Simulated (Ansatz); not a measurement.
Worked example: the enthalpy of IBr + CH4O → HOI + CH3Br

Species: IBr (iodine monobromide), singlet; CH4O (methanol) `CO`, singlet; HOI `OI`, singlet; CH3Br (bromomethane) `CBr`, singlet. The partners trade Br for OH: I–Br and C–OH bonds give way to I–OH and C–Br.

Shapes, held fixed at every level: PBE0-D4/def2-TZVP. Programs: Ansatz 0.2.0. The zero-point and thermal terms to 298 K, harmonic and unscaled (PBE0-D4/def2-TZVP), stand in the table.

At r2SCAN-D4/def2-TZVPP; 1 Eh = 2625.50 kJ/mol:

| species | energy (Eh) | H(298 K) − E (kJ/mol) | tabulated ΔfH (kJ/mol) |
| --- | --- | --- | --- |
| IBr | -2871.968944 | 11.5 | +40.8 |
| CH4O | -115.706110 | 146.3 | -200.7 |
| HOI | -373.610631 | 43.6 | -61.3 |
| CH3Br | -2614.039229 | 108.4 | -36.4 |

Q: Work out the reaction enthalpy at 298 K from the calculation and from the table of heats.

A: 
1. Electronic: (-373.610631) + (-2614.039229) − [(-2871.968944) + (-115.706110)] = 0.025194 Eh = +66.1 kJ/mol.
2. Zero-point and thermal: (43.6) + (108.4) − [(11.5) + (146.3)] = -5.8 kJ/mol.
3. Computed ΔH = +60.3 kJ/mol.
4. From the heats of formation (Active Thermochemical Tables): (-61.3) + (-36.4) − [(40.8) + (-200.7)] = +62.2 kJ/mol.
5. Computed less tabulated: -1.9 kJ/mol. Tabulated heats carry uncertainties of their own.

For atoms past krypton def2 sets carry core potentials with scalar relativity. Relativity is left out for Br unless named.
